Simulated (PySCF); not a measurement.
# Level sweep

Species: 1,2-dichloro-1,1,2,2-tetrafluoroethane, C2Cl2F4.
SMILES: `FC(F)(Cl)C(F)(F)Cl`

PySCF, dipoles from the SCF density, polarisabilities from static response with core orbitals frozen. Geometry: PBE0-D3(BJ)/def2-SVP, one conformer, isolated molecule.

Compare the levels for these properties.

```json
{"level": "LDA/def2-SVPD", "μ (D)": "0.585", "α (Å³)": "8.70", "anisotropy (Å³)": "1.62"}
{"level": "PBE/def2-SVPD", "μ (D)": "0.486", "α (Å³)": "8.70", "anisotropy (Å³)": "1.62"}
{"level": "B3LYP/def2-SVPD", "μ (D)": "0.695", "α (Å³)": "8.35", "anisotropy (Å³)": "1.53"}
{"level": "PBE0/def2-SVPD", "μ (D)": "0.628", "α (Å³)": "8.25", "anisotropy (Å³)": "1.52"}
{"level": "BHandHLYP/def2-SVPD", "μ (D)": "0.841", "α (Å³)": "7.95", "anisotropy (Å³)": "1.45"}
{"level": "CAM-B3LYP/def2-SVPD", "μ (D)": "0.760", "α (Å³)": "8.22", "anisotropy (Å³)": "1.48"}
{"level": "wB97X-D/def2-SVPD", "μ (D)": "0.620", "α (Å³)": "8.18", "anisotropy (Å³)": "1.48"}
{"level": "LC-wPBE/def2-SVPD", "μ (D)": "0.654", "α (Å³)": "8.10", "anisotropy (Å³)": "1.42"}
{"level": "HF/def2-SVPD", "μ (D)": "0.901", "α (Å³)": "7.56", "anisotropy (Å³)": "1.38"}
{"level": "PBE0/6-31G*", "μ (D)": "0.123", "α (Å³)": "6.08", "anisotropy (Å³)": "1.91"}
{"level": "PBE0/def2-SVP", "μ (D)": "0.495", "α (Å³)": "5.71", "anisotropy (Å³)": "1.65"}
{"level": "PBE0/6-31+G*", "μ (D)": "0.642", "α (Å³)": "7.41", "anisotropy (Å³)": "1.66"}
{"level": "PBE0/aug-cc-pVDZ", "μ (D)": "0.573", "α (Å³)": "8.23", "anisotropy (Å³)": "1.57"}
{"level": "PBE0/def2-TZVP", "μ (D)": "0.593", "α (Å³)": "7.36", "anisotropy (Å³)": "1.67"}
```

The anisotropy is √(½[(α1 − α2)² + (α2 − α3)² + (α3 − α1)²]). The dipole runs from 0.12 D (PBE0/6-31G*) to 0.90 D (HF/def2-SVPD). No reference polarisability is at hand; against PBE0 in the largest diffuse basis at hand (aug-cc-pVDZ) the other PBE0 rows deviate by 6-31G* -26%, def2-SVP -31%, 6-31+G* -10%, def2-SVPD 0%, def2-TZVP -11%. In one basis (def2-SVPD) the functionals order the polarisability from HF (lowest) to LDA (highest), a spread of 15%. With PBE0 the polarisability is 6.38 Å³ without diffuse functions (mean of 6-31G*, def2-SVP and def2-TZVP) and 7.96 Å³ with them (mean of 6-31+G*, def2-SVPD and aug-cc-pVDZ).
